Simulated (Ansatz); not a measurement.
`C[O][AlH][BH]S` + `O[SiH2]F` → `F[SiH2]OBS` + `C[O][AlH2]`  (cleavage of the B–Al bond)

Isolated molecules relaxed with PBE0-D4/def2-TZVP in Ansatz; ΔE leaves out vibrations. CBS: MP2 limit from def2 TZ/QZ plus the TZ coupled-cluster correction, frozen cores. DFT in def2-TZVPP. Each species was taken in one conformer, which may not be the lowest.

CCSD(T)/CBS gives -132.4 kJ/mol.

Another level gave -136.8 kJ/mol. Which?
A. PBE-D4/def2-TZVPP
B. PBE0-D4/def2-TZVPP
C. HF/def2-TZVPP
D. ωB97X-V/def2-TZVPP

D. ωB97X-V -136.8, HF/def2-TZVPP -157.7, PBE-D4 -122.3, PBE0-D4 -127.5 kJ/mol.

Largest T1 diagnostic among the species: 0.015.

In def2-TZVPP, CCSD(T) changes the Hartree–Fock value by +24.3 kJ/mol (the triples alone add +2.9 kJ/mol) and MP2 by +19.0 kJ/mol. From PBE to PBE0 (25 % exact exchange), in def2-TZVPP and without D4, ΔE moves by −5.5 kJ/mol.
